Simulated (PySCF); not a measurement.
## Diatomics of Cu with the chalcogens

HF with triple-zeta basis sets in PySCF, for the lowest determinant that a PBE0 search found; no spin–orbit coupling. De refers to high-spin ground-configuration atoms. A positive dipole means M(−)Cu(+).

| M | basis | reference | state (unpaired electrons) | Re (Å) | ωe (cm⁻¹) | De (eV) | μ (D) |
| --- | --- | --- | --- | --- | --- | --- | --- |
| O | def2-TZVPP | UHF | doublet (π ↑) | 1.870 | 549 | n/a | 6.33 |
| S | def2-TZVPP | UHF | doublet (π ↑) | 2.229 | 340 | n/a | 6.18 |
| Se | x2c-TZVPPall | UHF | doublet (π ↑) | 2.315 | 256 | n/a | 5.71 |

The shortest bond is that of CuO (1.870 Å), the longest that of CuSe (2.315 Å).

The rows differ in basis set, which adds steps of its own.

Down a group the atoms grow and get heavier, so bonds lengthen and wavenumbers fall; this series shows no clear exception.

Spin–orbit coupling is left out. Hartree–Fock leaves out correlation, which carries a large part of most bond energies and some tenths to 1 eV of ionisation energies. The state is the lowest single determinant that the PBE0 search found; with open d or f shells the true ground state can be another one.
